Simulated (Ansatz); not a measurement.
```xyz
2

C     0.0112    0.0096   -0.5194
C    -0.0068    0.0338    0.5673
```

Basis set: aug-cc-pVDZ (spherical functions). Frozen core: 2 orbitals. Charge 0, multiplicity 1.

Computed with Ansatz (development build ahead of 0.2.0); each method stands on the lowest determinant of its kind that the runs found. Restricted open shells among the atoms or ions are ROHF, correlated in semicanonical orbitals with singles.

The atomization energy at this shape (free ground-state atoms in the same class of orbitals less the molecule, no zero-point energy) of singlet C2:

| method | atomization energy |
| --- | --- |
| RHF-MP2 | 92.97 kcal/mol |

Q: What does RHF give?

A: -22.34 kcal/mol.
